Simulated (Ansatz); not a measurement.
```yaml
crystal:
  periodic: [false, false, false]
  atoms:
    - {symbol: S, position_ang: [-1.227454, -1.652047, 0.934729]}
    - {symbol: C, position_ang: [-0.077434, -0.963969, 0.053554]}
    - {symbol: Sb, position_ang: [0.769204, 0.984721, 0.430767]}
    - {symbol: H, position_ang: [0.396693, -1.522461, -0.758136]}
    - {symbol: H, position_ang: [0.936427, 1.353507, -1.231372]}
    - {symbol: H, position_ang: [-0.755238, 1.736250, 0.524358]}
basis:
  gaussian: {orbitals: ANO-RCC-VTZP}
hamiltonian: {xc: {name: HF}}
correlation: {method: mp2, frozen_orbitals: {S: 9}}
accuracy: high
```

```sh
$ ansatz run in.yaml --threads 2 --pin off --events-out ev --progress --plain --max-ram 4352MiB
```

Output, abridged:

```
Functional definition: HF
Error: "frozen_orbitals" has no count for C
```

Question: Something in this input is off. What?

Answer: Frozen orbitals are typed for one element alone, and the program wants a count for each. The program refused the input.
